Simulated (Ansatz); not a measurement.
Consider the ligand exchange at the Si–C bond: `COC[SiH2]O` + `O[SiH2]S` → `O[SiH2]O[SiH2]S` + `COC`.

Program: Ansatz. Geometries: PBE0-D4/def2-TZVP. ΔE: electronic, gas phase. CCSD(T)/CBS is the MP2 limit (def2-TZVPP, def2-QZVPP) plus CCSD(T) − MP2 in def2-TZVPP, frozen cores. Each species was taken in one conformer, which may not be the lowest.

| species | MP2/def2-QZVPP energy (Eh) |
| --- | --- |
| `COC[SiH2]O` | -520.22949 |
| `O[SiH2]S` | -764.41232 |
| `O[SiH2]O[SiH2]S` | -1129.92140 |
| `COC` | -154.77820 |

Q: Work out ΔE.

A: ΔE = (-1129.92140) + (-154.77820) − (-520.22949) − (-764.41232) = -0.05779 Eh = -151.7 kJ/mol. CCSD(T)/CBS gives -148.1 kJ/mol.

Largest T1 diagnostic among the species: 0.012.

Leaving LDA and LC-ωPBE aside and taking each functional with its dispersion term where it has one, the values, not all of them listed here, spread over 29.7 kJ/mol, from BHLYP-D4 to revPBE-D4. From r2SCAN to r2SCAN0 (25 % exact exchange), in def2-TZVPP and without D4, ΔE moves by −4.0 kJ/mol. In def2-TZVPP, CCSD(T) changes the Hartree–Fock value by +21.8 kJ/mol (the triples alone add +2.9 kJ/mol) and MP2 by +18.9 kJ/mol.
